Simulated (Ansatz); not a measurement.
`[SiH3][BH][GaH2]` + `[NH2][SbH2]` → `[SiH3][NH][SbH2]` + `[BH2][GaH2]` at 500 K and 1 bar (cleavage of the Si–B bond).

Gas-phase electronic energies from Ansatz, PBE0-D4/def2-TZVP geometries. CBS: MP2 limit from def2 TZ/QZ plus the TZ coupled-cluster correction, frozen cores. Elements past krypton have def2 core potentials. For Ga, Sb outer-core shells are correlated without core-valence functions, which leaves a few kJ/mol of doubt a bond. Scalar relativity is left out up to krypton.

```
           species  CCSD(T)/CBS energy (Eh)  H − E (kJ/mol)  S (J/(mol·K))
`[SiH3][BH][GaH2]`              -2241.35179           173.3          405.5
     `[NH2][SbH2]`               -297.10356           130.2          315.2
`[SiH3][NH][SbH2]`               -587.40566           184.4          399.0
     `[BH2][GaH2]`              -1951.07352           114.1          309.2
```

H − E and S are ideal-gas, rigid-rotor, harmonic terms from PBE0-D4/def2-TZVP, for one conformer and one mirror image of each species. 1 Eh = 2625.50 kJ/mol, R = 8.31446 J/(mol·K).

Problem. By hand: ΔE, ΔH, ΔS and ΔG.

Solution. ΔE = (-587.40566) + (-1951.07352) − (-2241.35179) − (-297.10356) = -0.02383 Eh = -62.6 kJ/mol. Δ(H − E) = 184.4 + 114.1 − 173.3 − 130.2 = -5.0, so ΔH = -67.6 kJ/mol. ΔS = 399.0 + 309.2 − 405.5 − 315.2 = -12.5 J/(mol·K). ΔG = -67.6 − 500 × (-12.5)/1000 = -61.3 kJ/mol.

Problem. By hand: the equilibrium constant, and the temperature at which ΔG would vanish if ΔH and ΔS stayed fixed.

Solution. log₁₀ K = −ΔG/(RT ln 10) = 6.4. ΔG = 0 at ΔH/ΔS = 5408 K, far beyond where these terms or the molecules hold.

The number of gas molecules stays the same, so ΔS is small and ΔH decides. A doubt of 5 kJ/mol in ΔE shifts log₁₀ K by 0.5 here. Other conformers and mirror images would add mixing entropy, several J/(mol·K) or more a flexible species. Modes under 60 cm⁻¹, often nearly free rotors, make the harmonic entropy too high. These are equilibria of isolated gas molecules and say nothing of rates. Largest T1 diagnostic: 0.015 (customary marks: 0.02 for closed shells, 0.045 for open ones).
